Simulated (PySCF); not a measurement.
Zero-point energy (kcal/mol) of eight silicon and germanium compounds: PBE-D3(BJ) beside PBE0-D3(BJ), computed with PySCF for isolated molecules in the bases named; differences from unrounded values. The eight are the first of their class met in an unordered collection, after screening for sound electronic states; none was chosen by its value. Each level has its own optimised geometry.

```tsv
molecule	basis	PBE0-D3(BJ)	PBE-D3(BJ)	difference
SiBr₂, SMILES Br[Si]Br (connectivity only; charge and spin as stated), neutral, multiplicity 1	def2-TZVP	1.34	1.28	-0.06
CH3FO2Si, SMILES O(C=O)[SiH2]F	def2-SVP	28.29	27.12	-1.17
Si(F)(Cl)(Me)(OH) (CH4ClFOSi), SMILES C[Si](O)(F)Cl	def2-SVP	35.30	34.18	-1.13
C₂H₉NOSi, SMILES CO[Si@H](C)N	def2-SVP	71.68	69.16	-2.52
C3H8O2Si, SMILES [SiH](O)(C=C)OC	def2-SVP	68.27	65.90	-2.37
CH₉GeNSi, SMILES [GeH3][NH][SiH2]C	def2-SVP	58.56	56.59	-1.98
C2H7FSi3, SMILES F[SiH2][Si@H]1C=C[SiH2]1	def2-SVP	49.42	47.64	-1.78
C4H9FSi, SMILES CC[SiH2]/C=C\F	def2-SVP	73.98	71.54	-2.44
```

PBE-D3(BJ) lies below PBE0-D3(BJ) in 8 and above it in 0 of the eight; the mean signed difference is -1.68 and the largest -2.52 kcal/mol.
